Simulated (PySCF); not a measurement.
Structure revision by computed shifts

A compound C$_{5}$H$_{11}$FSi gives the data below (simulated from a calculation) and was assigned the structure `C/C(F)=C(/C)C[SiH3]`.

¹³C{¹H} NMR (computed): δ 171.6 (C), 130.0 (CH), 12.5 (CH3), 11.3 (CH3), 5.6 (CH2).

¹H NMR (500 MHz, computed): δ 5.47 (m, 1H), 4.33 (m, 2H), 1.92 (d, 3H), 1.16 (t, 3H), 0.89 (m, 2H).

- geometry: GFN2-xTB
- shielding tensors at PBE0/pcSseg-1 (GIAO)
- run in PySCF 2.14
- a single conformation, non-relativistic, one averaged value for each set of equivalent atoms, no solvent

Chemical shifts δ = σref − σ; ¹H and ¹³C against TMS, all at this level.

(1) Compare with the shifts computed for the proposed structure, pairing carbons in order of shift.

(2) Which isomer fits?

Answers

(1) Atoms are numbered as in `[CH3:1]/[C:2]([F:3])=[C:4](/[CH3:5])[CH2:6][SiH3:7]`. Hydrogens are named by the atom that carries them.

| atom | computed for proposal | given list | difference |
| --- | --- | --- | --- |
| C2 | 159.3 | 171.6 | -12.3 |
| C4 | 116.3 | 130.0 | -13.7 |
| C1 | 18.0 | 12.5 | +5.5 |
| C5 | 16.9 | 11.3 | +5.6 |
| C6 | 15.1 | 5.6 | +9.5 |

The rms difference is 9.9 ppm and the largest -13.7 ppm at C4 (fully substituted alkene carbon). The carbon types in order of shift don't match either: C, C, CH3, CH3, CH2 for the proposal against C, CH, CH3, CH3, CH2 in the data. The proposal doesn't fit.

(2) SMILES C/C=C(\F)[SiH2]CC.

1. Carbon types of the structure: 1 × C, 1 × CH, 1 × CH2, 2 × CH3, leaving 2 H on heteroatoms.
2. δC 171.6: fully substituted alkene carbon.
3. δC 130.0: alkene CH; the olefinic region.
4. δC 12.5: allylic methyl carbon; saturated and bonded to C and H only.
5. δC 11.3: methyl carbon; saturated and bonded to C and H only.

Other isomers checked: CC(C)[SiH2]/C=C\F (rms 13.3 ppm); CC/C=C\C[SiH2]F (rms 16.0 ppm).

This is the structure that produced the data.

Splittings by ¹⁹F in the carbon and heteronuclear signals aren't shown, as no couplings were computed. Shifts are as computed. Against solution values, carbons near 30 ppm lie about +3 ppm off and those near 130 ppm about +5 ppm. Of 1309 compounds with measured shifts, 239 miss one by over three times the rms of a fit or turn the order of signals round; such compounds aren't used in these exercises. Multiplicities follow the n + 1 count of equivalent neighbours, as no J values were calculated; m marks all less simple cases, F and P coupling included.
